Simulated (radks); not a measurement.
Problem. These are the eigenvalues of the occupied orbitals of an atom or ion with whole-number occupations (hartree). All-electron calculation, non-relativistic Kohn-Sham, LDA (Slater exchange, Perdew-Wang correlation), spin-unpolarised, spherical densities, point nucleus. Program: a radial shooting solver on a logarithmic mesh with Libxc functionals.

| orbital | eigenvalue |
|---|---|
| 1s | -3130.956 |
| 2s | -705.6870 |
| 2p | -690.9801 |
| 3s | -298.4564 |

Which element is it, and in what charge state? The configuration may be excited.

Solution. Z = 82, lead, charge +70: Pb70+ in [Ne] 3s2. The list shows which subshells hold electrons but not how many an open one holds; the 1s level, -3131 hartree, gives Z - s = 79.1 by -(Z - s)^2/2, which with screening narrows Z to a few neighbours, and the depths of the outer levels then fix element, charge and occupations together.
